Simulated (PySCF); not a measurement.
# Frontier orbitals and the lowest excitations

TiICl3 (singlet state).
Z-matrix (Å and degrees, PBE0-D3(BJ)/def2-SVP geometry), rows numbered from 1:
```
Ti
I   1  2.5334
Cl  1  2.1504  2  109.16
Cl  1  2.1528  2  109.72  3  -120.34
Cl  1  2.1498  2  109.42  3   119.55
```

Theory: TDDFT CAM-B3LYP/def2-SVPD, vertical, gas phase, core orbitals frozen in the response, def2 core potentials past Kr in PySCF 2.14.0, density-fitted response routines. Spin–orbit coupling is left out.

Kohn–Sham orbitals with the atoms that hold most of them (Löwdin shares over 4%, at most four atoms):

```tsv
orbital	ε (eV)	atoms
LUMO+2	-2.46	Ti1 66%, I2 16%, Cl4 6%, Cl5 6%
LUMO+1	-2.91	Ti1 77%, I2 7%, Cl3 6%, Cl4 6%
LUMO	-2.91	Ti1 77%, I2 7%, Cl5 7%, Cl4 5%
HOMO	-9.60	I2 82%, Cl3 8%, Ti1 5%
HOMO-1	-9.60	I2 82%, Cl4 7%, Cl5 6%, Ti1 5%
HOMO-2	-10.98	Cl4 33%, Cl5 33%, Cl3 33%
HOMO-3	-11.06	I2 72%, Ti1 24%
```

Within 0.005 eV of a neighbour in this list lie HOMO-1/HOMO and LUMO/LUMO+1 (point group found: C3v); within a degenerate set the shares of single atoms can hang on how the components are chosen.

(1) The HOMO–LUMO gap is 6.69 eV. Where does the response calculation put the lowest singlet, and from which orbitals?

Results:

(1) S1 is at 3.21 eV (f = 0.0000), 3.49 eV below the gap, made of HOMO-1/HOMO→LUMO/LUMO+1 (≥83%). Without the coupling terms of the response equations the lowest excitation would equal the gap.

For S1 the Löwdin share of titanium is 5% in HOMO and 77% in LUMO (ligand-to-metal charge transfer by this measure).

Next come S2 at 3.31 eV (f 0.0023), HOMO-1/HOMO→LUMO/LUMO+1 (≥94%); S3 at 3.31 eV (f 0.0023), HOMO-1/HOMO→LUMO/LUMO+1 (≥94%); S4 at 3.63 eV (f 0.039), HOMO-1/HOMO→LUMO/LUMO+1 (≥71%); S5 at 3.74 eV (f 0.0013), HOMO-1/HOMO→LUMO+2 (98%).

Orbitals of the list HOMO-3 to LUMO+2 that lie within 0.01 eV of each other are written together with a slash and their weights summed (≥ marks a lower bound); for degenerate orbitals outside that list single weights are arbitrary.

Löwdin shares depend on the basis, the more so with diffuse functions.

The run took 2.5 min wall (grids of density and orbitals included) on one thread of an AMD EPYC, no GPU, on a shared host, and the process peaked at 0.77 GiB of memory.
